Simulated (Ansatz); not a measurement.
```yaml
crystal:
  periodic: [false, false, false]
  atoms:
    - {symbol: Br, position_ang: [-0.019289, 0.011915, 2.341430]}
    - {symbol: Br, position_ang: [-0.399395, -0.518132, -2.611240]}
    - {symbol: Br, position_ang: [2.776172, 0.239088, -0.467916]}
    - {symbol: O, position_ang: [-1.926632, 0.307611, -0.059899]}
    - {symbol: O, position_ang: [0.356596, 2.237052, -0.028237]}
    - {symbol: O, position_ang: [0.414648, -2.129380, 0.064076]}
    - {symbol: Sc, position_ang: [0.276521, 0.037401, -0.240102]}
    - {symbol: H, position_ang: [-2.280616, -0.007242, 0.783985]}
    - {symbol: H, position_ang: [-2.402012, -0.100861, -0.797813]}
    - {symbol: H, position_ang: [1.306951, 2.421183, -0.120285]}
    - {symbol: H, position_ang: [0.146493, 2.411815, 0.903403]}
    - {symbol: H, position_ang: [0.873939, -2.334152, 0.891816]}
    - {symbol: H, position_ang: [0.876624, -2.576308, -0.659218]}
basis:
  gaussian: {orbitals: def2-SVPD}
hamiltonian: {xc: {name: B3LYP}}
output: {forces: true}
```

```sh
$ ansatz run in.yaml --threads 4 --pin off --events-out ev --progress --plain --max-ram 4787MiB
```

It prints (some lines left out):

```
Functional definition: B3LYP
2686 factors; integrals over basis functions are off by at most 9.7e-4 eV
mean field evaluation 1: about -237046.3411 eV, gradient 8.3e1 eV
mean field evaluation 2: about -237020.1420 eV, gradient 1.5e2 eV
mean field evaluation 4: about -237057.9016 eV, gradient 1.2e1 eV
mean field evaluation 8: about -237058.4178 eV, gradient 7.7e-1 eV
mean field evaluation 16: about -237058.4186 eV, gradient 1.9e-4 eV
mean field -237058.41862057 eV, -8711.7362003386 hartree, gradient 6.2e-5 eV, S^2 0.000000; 0 other end points of the search recorded, 0 dependent functions left out
reference -237058.41895558 eV, -8711.7362126501 hartree; 78, 78 occupied and 196, 196 virtual orbitals, 2686 factors
Total energy: -237058.41895558 eV, -8711.7362126501 hartree
Atom 0 at    -0.019289     0.011915     2.341430 Å, force    -0.031754    -0.015422     0.300490 eV/Å
Atom 1 at    -0.399395    -0.518132    -2.611240 Å, force    -0.067717    -0.037901    -0.298002 eV/Å
Atom 2 at     2.776172     0.239088    -0.467916 Å, force     0.320807     0.015492    -0.050725 eV/Å
Atom 3 at    -1.926632     0.307611    -0.059899 Å, force    -0.188195    -0.041103     0.008731 eV/Å
Atom 4 at     0.356596     2.237052    -0.028237 Å, force     0.036248     0.142146     0.040837 eV/Å
Atom 5 at     0.414648    -2.129380     0.064076 Å, force     0.066612    -0.168817     0.020813 eV/Å
Atom 6 at     0.276521     0.037401    -0.240102 Å, force     0.058597     0.040295    -0.000980 eV/Å
Atom 7 at    -2.280616    -0.007242     0.783985 Å, force    -0.052882     0.038050     0.093588 eV/Å
Atom 8 at    -2.402012    -0.100861    -0.797813 Å, force    -0.068279     0.024341    -0.085158 eV/Å
Atom 9 at     1.306951     2.421183    -0.120285 Å, force     0.047639     0.076691    -0.083024 eV/Å
Atom 10 at     0.146493     2.411815     0.903403 Å, force    -0.088970     0.051760     0.040768 eV/Å
Atom 11 at     0.873939    -2.334152     0.891816 Å, force    -0.014808    -0.047083     0.095377 eV/Å
Atom 12 at     0.876624    -2.576308    -0.659218 Å, force    -0.017298    -0.078450    -0.082715 eV/Å
Dipole moment:    -0.571025    -0.183213     0.326618 e Å
```

It took 21 s on 4 threads of Arm Neoverse V1 on a shared host, peak host memory 1.5 GiB.

B3LYP takes the VWN-RPA correlation.
